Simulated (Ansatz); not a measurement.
A calculation with Ansatz (development build ahead of 0.2.0).

```yaml
crystal:
  periodic: [false, false, false]
  atoms:
    - { symbol: H, position_ang: [0.98995, 6.0e-05, 6.0e-05] }
    - { symbol: H, position_ang: [0.49507, 0.85744, -1.0e-05] }
    - { symbol: H, position_ang: [-0.49492, 0.8574, 4.0e-05] }
    - { symbol: H, position_ang: [-0.98997, -6.0e-05, 7.0e-05] }
    - { symbol: H, position_ang: [-0.49498, -0.85739, -9.0e-05] }
    - { symbol: H, position_ang: [0.49499, -0.85744, 6.0e-05] }
basis:
  gaussian: { orbitals: cc-pVDZ }
magnetization:
  spin_polarized: true
  initial_magnetization: 2
hamiltonian:
  xc: hf
output:
  forces: true
```

The input is written out in the form of the current development build from the run's settings.

The run gave:

```
Converged                       : yes
Total energy                    : -2.97324 hartree
Spin squared of the determinant : 2.073
Stability test                  : minimum
```

Forces (eV/Å):
```tsv
atom	Fx	Fy	Fz
H1	3.239	6.549	0.000
H2	0.298	0.511	0.000
H3	4.048	6.080	0.000
H4	-3.239	-6.548	0.000
H5	-0.298	-0.512	0.001
H6	-4.048	-6.080	0.000
```

Caution: the determinant breaks the point group.
